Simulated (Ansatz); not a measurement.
Consider the redistribution: `O[SiH2]O[SiH](Cl)Cl` + `OCO[SiH3]` → `OCO[SiH2]O` + `[SiH3]O[SiH](Cl)Cl`.

Computed with Ansatz on PBE0-D4/def2-TZVP structures; ΔE is electronic, products minus reactants. CBS: MP2 limit from def2 TZ/QZ plus the TZ coupled-cluster correction, frozen cores. Functionals use def2-TZVPP. B3LYP here is the variant with VWN-RPA as its local correlation; programs differ in this. Each species was taken in one conformer, which may not be the lowest.

`O[SiH2]O[SiH](Cl)Cl`:

```xyz
10

O    -0.713    0.709    1.999
Si   -0.766   -0.629    1.065
O    -0.551   -0.260   -0.528
Si    0.510    0.323   -1.584
Cl    1.807    1.585   -0.620
Cl    1.592   -1.189   -2.413
H     0.122    1.173    2.083
H     0.294   -1.595    1.442
H    -2.124   -1.182    1.207
H    -0.171    1.066   -2.651
```

`OCO[SiH3]`:

```xyz
10

O    -0.044    0.476    2.258
C    -0.065    0.674    0.892
O     0.030   -0.558    0.223
Si   -0.089   -0.738   -1.409
H     0.793    0.062    2.490
H     0.761    1.323    0.562
H    -1.021    1.161    0.670
H     0.051   -2.186   -1.680
H    -1.402   -0.237   -1.900
H     0.987    0.022   -2.106
```

`OCO[SiH2]O`:

Cartesian coordinates in Å:
```
O 0.699 1.209 -1.028
C 0.874 -0.179 -1.046
O -0.225 -0.858 -0.516
Si -0.686 -0.636 1.055
O -1.417 0.806 1.322
H -0.008 1.429 -1.643
H 1.019 -0.552 -2.065
H 1.776 -0.367 -0.453
H 0.541 -0.760 1.889
H -1.694 -1.672 1.346
H -0.879 1.580 1.140
```

`[SiH3]O[SiH](Cl)Cl`:

Z-matrix (Å, degrees):
```
Si
O 1 1.649
H 1 1.483 2 109.5
H 1 1.481 2 107.2 3 -119.7
H 1 1.483 2 109.6 3 120.7
Si 2 1.607 1 146.6 3 -62.2
Cl 6 2.039 2 110.0 1 56.7
Cl 6 2.039 2 110.0 1 -62.7
H 6 1.468 2 109.9 1 177.0
```

```
             level  ΔE (kcal/mol)  difference from CCSD(T)/CBS
            PBE-D4           -2.3                          0.2
         r2SCAN-D4           -2.3                          0.2
          B3LYP-D4           -2.3                          0.2
           ωB97X-V           -2.6                         -0.1
            r2SCAN           -2.3                          0.2
              PBE0           -2.2                          0.3
             B3LYP           -2.2                          0.3
     HF/def2-TZVPP           -1.9                          0.6
    MP2/def2-TZVPP           -2.7                         -0.2
SCS-MP2/def2-TZVPP           -2.6                         -0.1
   CCSD/def2-TZVPP           -2.6                         -0.1
CCSD(T)/def2-TZVPP           -2.7                         -0.2
     HF/def2-QZVPP           -1.8                          0.7
SCS-MP2/def2-QZVPP           -2.4                          0.1
     MP2/CBS(def2)           -2.5                          0.0
    CCSD/CBS(def2)           -2.4                          0.1
       CCSD(T)/CBS           -2.5                            0
```

Largest T1 diagnostic among the species: 0.012.

In def2-TZVPP, CCSD(T) changes the Hartree–Fock value by −0.8 kcal/mol (the triples alone add −0.1 kcal/mol) and MP2 by −0.8 kcal/mol.
